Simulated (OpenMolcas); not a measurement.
**Pb2+: effect of the basis set**

| Item | Value |
| --- | --- |
| Program | OpenMolcas 26.06 |
| Method | CASSCF |
| Active space | 2 electrons in 4 orbitals (6s 6p) |
| State averaging | 2S+1 = 3 even, 3 roots; 2S+1 = 1 even, 7 roots; 2S+1 = 3 odd, 3 roots; 2S+1 = 1 odd, 3 roots |
| Spin-orbit coupling | state interaction with AMFI integrals over the reference wave functions, term energies averaged over their components |

A. ANO-RCC-VDZP [7s6p4d2f1g], DKH2, point nucleus; cost of the order of 13 core-seconds
B. ANO-R2 [8s7p5d3f1g], X2C, finite nucleus; cost of the order of 10 core-seconds
C. ANO-RCC-VTZP [8s7p5d3f2g], X2C, point nucleus; cost roughly 60 core-seconds
D. ANO-RCC-VTZP [8s7p5d3f2g], DKH2, point nucleus; cost about 40 core-seconds
E. ANO-R3 [9s8p6d3f2g1h], X2C, finite nucleus; cost about 21 core-seconds
F. ANO-RCC-VQZP [9s8p6d4f3g], DKH2, point nucleus; cost about 40 core-seconds

Energies in cm-1 above 6s2 1S0, the measured ground level; measured values from Moore, Atomic Energy Levels, vol. III, NSRDS-NBS 35 (1971 reprint of NBS Circular 467, 1958).

| Level | A | B | C | D | E | F | Measured |
| --- | --- | --- | --- | --- | --- | --- | --- |
| 6s2 1S0 | 0.0 | 0.0 | 0.0 | 0.0 | 0.0 | 0.0 | 0.0 |
| 6s 6p 3P* 0 | 54742 | 55435 | 55682 | 55353 | 55136 | 55551 | 60397 |
| 6s 6p 3P* 1 | 59471 | 59497 | 59759 | 59429 | 59231 | 59470 | 64391 |
| 6s 6p 3P* 2 | 73037 | 70632 | 70946 | 70612 | 70540 | 70281 |  |
| 6s 6p 1P* 1 | 97967 | 97439 | 97158 | 96868 | 97075 | 96807 | 95340 |
| 6p2 3P0 | 140481 | 141431 | 142278 | 141582 | 141179 | 141813 | 142551 |
| 6p2 3P1 | 152296 | 150524 | 151483 | 150781 | 150439 | 150624 | 155432 |
| 6p2 3P2 [58 %] | 157071 | 155216 | 156125 | 155422 | 155154 | 155219 | 164818 |
| 6p2 1D2 [58 %] | 173592 | 169521 | 170419 | 169714 | 169619 | 169214 | 178432 |
| 6p2 1S0 | 189566 | 187175 | 187682 | 186999 | 187244 | 186720 | 188615 |

Deviations, from unrounded energies. A percentage is the sum of absolute deviations over the sum of measured energies, with the sign that they share, or ± where signs differ.

```json
{"Against measurement": "mean absolute deviation (cm-1)", "Levels": "8", "A": "4000", "B": "4700", "C": "4100", "D": "4600", "E": "4800", "F": "4700"}
{"Against measurement": "other configurations (%)", "Levels": "8", "A": "±3.0", "B": "±3.6", "C": "±3.1", "D": "±3.5", "E": "±3.7", "F": "±3.6"}
```

A, C lie about equally close to measurement and E furthest from it. The largest miss of A in the table is 6p2 3P2 [58 %], by -7700 cm-1. The ranking rests on the paired levels alone, and a cruder setting can come out closer through cancelling errors.

Among A to F the level of the table that moves most is 6p2 1D2 [58 %], by 4400 cm-1 (lowest in F, highest in A).

The ¹D term of p² mixes with s d, which this space lacks. Spin-orbit splittings of 6p shells tend to come out small when the coupling is added on scalar orbitals. Measured partners are found by configuration, term and J. A level has none where our copy of the source lacks it or the pairing is in doubt (some pairs that miss far off the trend of their configuration count as doubtful), and it then counts in no deviation. Levels of configurations outside the active space are missing.

A share in square brackets marks a mixed level and gives the weight of the term that names it, the lowest over the columns. * marks odd parity.
